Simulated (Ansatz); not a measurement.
Mulliken charges of CH4MoO4 (`C[O][Mo](=[O])(=[O])[OH]`) from r2SCAN/def2-TZVPP in Ansatz (PBE0-D4/def2-TZVP geometry).

| atom | x (Å) | y (Å) | z (Å) | charge (e) |
| --- | --- | --- | --- | --- |
| C1 | -0.338 | -1.515 | 1.021 | 0.039 |
| O2 | -0.086 | -0.147 | 0.800 | -0.502 |
| Mo3 | -0.109 | 0.973 | -0.670 | 1.600 |
| O4 | -0.842 | 0.166 | -1.946 | -0.526 |
| O5 | -0.992 | 2.353 | -0.302 | -0.530 |
| O6 | 1.643 | 1.431 | -1.155 | -0.533 |
| H7 | 0.592 | -2.005 | 1.322 | 0.070 |
| H8 | -0.723 | -1.997 | 0.118 | 0.077 |
| H9 | -1.070 | -1.615 | 1.825 | 0.071 |
| H10 | 2.010 | 2.306 | -1.009 | 0.234 |

Problem. By hand: the dipole of these point charges (1 e Å = 4.8032 D).

Solution. Σ q r = (0.329, -0.395, 0.361) e Å, of length 0.628 e Å = 3.02 D.

Problem. How does the dipole of the full density compare? (Estimate.)

Solution. The calculation gave: (0.422, -0.261, 0.394) e Å, 3.04 D; the point charges give 0.99 times that, at 15° from its direction.

Point charges leave out the atoms' own dipoles, such as those of lone pairs, and Mulliken's split depends on the basis, so the close match here is no proof of good charges.
